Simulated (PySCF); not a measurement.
## Worked example: chemical shift, span and skew from a shielding tensor

Be(Et)(OH) (C₂H₆BeO), SMILES C[CH2][Be][OH]. Atoms are numbered in the order given.

```xyz
10

Be     0.2059    -0.8305     0.0000
C      0.6586     0.7953     0.0000
C     -0.5040     1.8053     0.0000
H      1.3087     0.9842     0.8763
H      1.3087     0.9842    -0.8763
H     -1.1506     1.6830    -0.8856
H     -1.1506     1.6830     0.8856
H     -0.1525     2.8516     0.0000
O     -0.1515    -2.1881     0.0000
H     -0.7025    -2.9626     0.0000
```
Charge 0, spin multiplicity 1.

Geometry optimised at ωB97X-D3(BJ)/def2-SVP. The geometry has at least one imaginary mode, so it is a saddle point at that level. One conformer was computed; it need not be the lowest.

GIAO shieldings from PBE0/pcSseg-1 run with PySCF, non-relativistic, no solvent. The symmetric part of the tensor of C3 has the principal values 167.4, 167.4, 185.3 ppm. The same nucleus in TMS has σ = 186.3 ppm at this level (PySCF, at its B3LYP-D3(BJ)/def2-TZVP geometry).

Problem. Work out the isotropic shielding, the ¹³C shift against TMS, the span and the skew.

Solution. 
σ(iso) = (σ11 + σ22 + σ33)/3 = 173.4 ppm. δ = σ(ref) − σ(iso) = 186.3 − (173.4) = 12.9 ppm.
Span Ω = σ33 − σ11 = 17.9 ppm. Skew κ = 3(σ(iso) − σ22)/Ω = 1.00, an axial tensor. Tumbling in solution averages the tensor to δ; in a static solid the shielding alone would spread this spin-1/2 line over Ω.
